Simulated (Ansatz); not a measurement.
Steps of a relaxation of CH$_{4}$ISi, SMILES `C[SiH]I` radical with UKS PBE0-D4/def2-TZVP.

```sh
$ ansatz run in.yaml --threads 4 --pin off --events-out ev --progress --plain --max-ram 10444MiB
```

```yaml
crystal:
  periodic: [false, false, false]
  atoms:
    - {symbol: C, position_ang: [-0.684164, 0.453723, -0.334928]}
    - {symbol: Si, position_ang: [1.052247, -0.277041, -0.152618]}
    - {symbol: I, position_ang: [0.923954, -2.591537, 0.719267]}
    - {symbol: H, position_ang: [-0.612943, 1.489208, -0.727972]}
    - {symbol: H, position_ang: [-1.196027, 0.483706, 0.650077]}
    - {symbol: H, position_ang: [-1.297845, -0.149161, -1.032771]}
    - {symbol: H, position_ang: [1.875977, 0.523102, 0.833246]}
basis:
  gaussian: {orbitals: def2-TZVP}
magnetization: {spin_polarized: true, initial_magnetization: 1}
hamiltonian: {xc: pbe0, dispersion: d4}
relax: {f_tol: 0.005, max_steps: 150}
```

Positions (Å) and forces (eV/Å) along the path, 5 of 5 steps:

```xyz
7
step=1 energy=-17077.4626 eV
C    -0.684    0.454   -0.335   -0.192    0.065   -0.019
Si    1.052   -0.277   -0.153   -0.191    0.035    0.316
I     0.924   -2.592    0.719    0.013    0.318   -0.119
H    -0.613    1.489   -0.728   -0.023   -0.498    0.190
H    -1.196    0.484    0.650    0.268   -0.021   -0.479
H    -1.298   -0.149   -1.033    0.315    0.291    0.343
H     1.876    0.523    0.833   -0.189   -0.190   -0.232
7
step=2 energy=-17077.4864 eV
C    -0.680    0.447   -0.332    0.009    0.030   -0.014
Si    1.045   -0.278   -0.148   -0.104    0.277    0.009
I     0.911   -2.546    0.708   -0.002   -0.204    0.065
H    -0.607    1.471   -0.720   -0.020   -0.141    0.054
H    -1.184    0.476    0.643    0.074   -0.007   -0.136
H    -1.285   -0.150   -1.023    0.088    0.081    0.095
H     1.862    0.511    0.826   -0.045   -0.035   -0.074
7
step=3 energy=-17077.4902 eV
C    -0.679    0.451   -0.331    0.043   -0.042    0.015
Si    1.037   -0.278   -0.141   -0.025    0.061   -0.038
I     0.916   -2.566    0.708   -0.005   -0.006    0.014
H    -0.606    1.470   -0.719    0.011    0.006   -0.001
H    -1.183    0.480    0.638   -0.014    0.004    0.009
H    -1.280   -0.145   -1.019   -0.010   -0.005   -0.007
H     1.856    0.519    0.818   -0.001   -0.017    0.008
7
step=4 energy=-17077.4905 eV
C    -0.678    0.449   -0.331    0.014   -0.008    0.002
Si    1.038   -0.274   -0.146   -0.011   -0.004    0.006
I     0.913   -2.560    0.712    0.002    0.003   -0.002
H    -0.606    1.470   -0.716   -0.003    0.008   -0.003
H    -1.183    0.476    0.639   -0.002    0.000    0.002
H    -1.279   -0.145   -1.021   -0.003   -0.001   -0.003
H     1.856    0.516    0.819    0.002    0.001   -0.001
7
step=5 energy=-17077.4905 eV
C    -0.678    0.449   -0.331    0.005   -0.003    0.001
Si    1.037   -0.274   -0.146   -0.002    0.000    0.000
I     0.914   -2.561    0.712    0.000    0.000    0.000
H    -0.606    1.470   -0.716   -0.001    0.001    0.000
H    -1.183    0.476    0.638   -0.002    0.001    0.000
H    -1.279   -0.145   -1.021   -0.001    0.000   -0.001
H     1.857    0.516    0.818    0.001    0.000    0.000
```

Run time 17 s (4 threads of an Arm Neoverse V1 on a shared host); peak host memory 0.41 GiB.
